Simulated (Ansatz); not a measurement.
Relaxation of AlB$_{2}$BrH$_{4}$ (8 atoms, charge 0, multiplicity 1), to a largest force component of 0.015 eV/Å in at most 40 steps.

Theory: RKS PBE0-D4/def2-SVP in Ansatz 0.2.0.

```xyz
8
Properties=species:S:1:pos:R:3:forces:R:3
B 0.203 1.415 -0.648 -0.19 2.09 -2.04
B 0.105 0.472 0.671 0.14 -1.12 1.25
Al 0.318 1.327 2.540 -0.02 0.59 1.00
Br 0.643 3.646 2.738 -0.10 -0.93 -0.01
H 0.015 0.998 -1.758 0.17 -0.01 -0.34
H 0.329 2.636 -0.529 0.04 -0.45 -0.22
H -0.140 -0.689 0.561 -0.17 -0.51 0.09
H 0.098 0.411 3.825 0.12 0.34 0.26
```

Problem. Where does it end, and by what steps?

Solution. It converged. The force dipped under the threshold on the way, but the program's further checks kept it going. After 28 steps the energy has fallen by 1.413 eV; H8 moved furthest, 1.60 Å.

```tsv
step	energy less start (eV)	largest force component (eV/Å)	accepted
0	0.0000	2.087	yes
1	-0.3182	0.663	yes
2	-0.3788	0.195	yes
3	-0.4657	0.533	yes
4	-0.6472	0.658	yes
5	-0.8215	0.692	yes
6	-1.0484	0.497	yes
7	-1.1846	0.431	yes
8	-1.2701	0.356	yes
9	-1.3178	0.332	yes
10	-1.3351	0.416	yes
11	-1.3646	0.237	yes
12	-1.3719	0.265	yes
13	-1.3798	0.369	yes
14	-1.4015	0.163	yes
15	-1.4048	0.108	yes
16	-1.4092	0.068	yes
17	-1.4102	0.047	yes
18	-1.4109	0.043	yes
19	-1.4116	0.040	yes
20	-1.4119	0.026	yes
21	-1.4121	0.027	yes
22	-1.4123	0.034	yes
23	-1.4124	0.025	yes
24	-1.4124	0.020	yes
25	-1.4124	0.014	no
26	-1.4125	0.007	yes
27	-1.4125	0.020	yes
28	-1.4126	0.012	yes
```

```xyz
8
Properties=species:S:1:pos:R:3
B 0.328 1.268 -0.663
B -0.485 0.731 0.615
Al 0.471 1.308 2.427
Br -0.227 3.284 3.298
H 1.237 0.624 -1.144
H 0.169 2.391 -1.094
H -1.505 0.092 0.730
H 1.583 0.516 3.232
```

Whether the end is a true minimum wasn't checked by a vibrational analysis.

The run took 2.1 min on 2 threads of Arm Neoverse N1 (shared host), peak memory 0.21 GiB.
